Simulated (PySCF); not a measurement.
## Radial density of Ag⁺ (silver, charge +1)

UHF, [Kr] 4d10, closed-shell 1S. Calculation: PySCF 2.14, in x2c-SVPall (6s5p5d1f, 53 functions); scalar relativity by spin-free X2C-1e.

```
r (bohr)  4πr²ρ (e/bohr)
  0.0260           59.02
  0.0437           51.04
  0.0734           68.61
   0.124           68.60
   0.208           51.70
   0.349           54.87
   0.588           17.33
   0.989           18.38
    1.66           5.890
    2.80          0.6294
    4.71        0.009859
    7.91       2.376e-05
```

Densities and radii are taken from the X2C orbitals without a picture-change correction, which distorts them close to the nucleus.
